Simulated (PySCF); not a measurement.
Molecule: SiH$_{5}$, charge -1, multiplicity 1. 
Geometry from a B3LYP-D3(BJ)/def2-TZVP (Ansatz) optimisation:
```
Si
H 1 1.5303
H 1 1.5303 2 120.00
H 1 1.5303 2 120.00 3 180.00
H 1 1.6158 2 90.00 3 90.00
H 1 1.6158 2 90.00 5 -180.00
```
Charge -1, spin multiplicity 1.

Dispersion corrections to the total energy (kcal/mol) from the dftd3 and dftd4 libraries through PySCF: D3(BJ) without and D4 with the three-body term, each with the damping fitted for the functional named.

| functional | D3(BJ) | D4 |
|---|---|---|
| BHLYP | -2.06 | [?] |
| BLYP | -3.25 | -5.96 |
| BP86 | [?] | -3.26 |
| CAM-B3LYP | -1.08 | -2.08 |
| B2GP-PLYP | -0.94 | -1.04 |
| r2SCAN | -0.38 | -0.61 |
| B2PLYP | [?] | -1.78 |

Some entries are withheld; supply them.


- BHLYP, D4: -2.80
- BP86, D3(BJ): -2.30
- B2PLYP, D3(BJ): -1.19
